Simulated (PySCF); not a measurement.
Vibration and rotation of CaF

UHF-CCSD(T) constants of CaF, ²Σ⁺ (doublet), unpaired electrons σ ↑ (Ca 3-21G, F 3-21G; no relativity (PySCF 2.14); masses 39.9626 and 18.9984 u):

* ωe: 508.3 cm⁻¹
* ωexe: 2.69 cm⁻¹
* Be: 0.30055 cm⁻¹
* αe: 0.00257 cm⁻¹
* De to Ca + F: 2.54 eV

(1) What force constant and bond length do these constants imply?

(2) Estimate the centrifugal constant D from the Kratzer relation and find the Dunham coefficient a1.

Correlated steps freeze 6 core orbitals. 3-21G is very small, so such numbers show the basis as much as the molecule. The state was picked by a PBE0 search and need not be the measured ground state.

Answers

(1) Reduced mass μred = 12.877 u; k = 5.8918×10⁻⁷·μred·ωe² (u, cm⁻¹, mdyn/Å) = 1.96 mdyn/Å; Re = √(16.8576/(μred·Be)) (u, cm⁻¹, Å) = 2.087 Å.

(2) D = 4Be³/ωe² = 4.2e-07 cm⁻¹; a1 = −1 − αeωe/(6Be²) = -3.41.
